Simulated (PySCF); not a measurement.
## Static response to an electric field

Compound: 2-chloro-6-fluoropyridine, C5H3ClFN.
Cartesian coordinates in Å at the GFN2-xTB level; atoms count from 1:
```xyz
11
C5H3ClFN angstrom
F     -1.829   -2.065   -0.182
C     -0.913   -1.098   -0.096
C     -1.320    0.225   -0.022
C     -0.319    1.180    0.065
C      1.009    0.784    0.074
C      1.275   -0.577   -0.006
Cl     2.890   -1.147   -0.002
N      0.337   -1.500   -0.090
H     -2.367    0.479   -0.033
H     -0.572    2.227    0.126
H      1.815    1.495    0.140
```

Level: CAM-B3LYP/def2-SVPD (PySCF), static field, nuclei fixed, core orbitals frozen in the response. The polarisability tensor in these axes (au):

```
x   102.67  -5.18   1.10
y    -5.18  81.04   2.08
z     1.10   2.08  46.72
```

Question: What are the eigenvalues, a third of the trace, and Δα (Δα² = ½Σ(αi − αj)² over the three pairs)?

Answer: Principal values 46.56, 80.02 and 103.85 au; mean 76.81 au = 11.38 Å³ = 12.66 × 10⁻⁴⁰ C²·m²/J; Δα = 49.85 au (65 % of the mean).

Question: What is the dipole moment, and where does it point?

Answer: (-0.83, 3.76, 0.22) D, 3.86 D in size, pointing from the negative to the positive side. Measured along this direction, the outermost atoms are Cl7 and F1 at the negative end and H10 at the positive end.

Question: How large is μ²/3kT at 500 K beside α?

Answer: In Gaussian units μ²/3kT = 71.85 Å³ against 11.38 Å³, a ratio of 6.31; the Debye molar polarisation (4π/3)N_A(α + μ²/3kT) is 210.0 cm³/mol, leaving out the vibrational part.

Question: Give the principal axes and the span of the nuclei along them.

Answer: Largest value along (0.98, -0.22, 0.01), where the nuclei span 5.49 Å; middle along (0.22, 0.97, 0.07), 4.47 Å; least along (-0.03, -0.06, 1.00), 0.00 Å. The response follows the extents in order.

Question: What molar refraction does this α imply?

Answer: Lorentz–Lorenz: R = (4π/3)N_A α = 2.5225 cm³/(mol·Å³) × 11.38 Å³ = 28.7 cm³/mol, in the limit of long wavelengths.

Geometry: GFN2-xTB; no solvent, vibrations or thermal averaging.
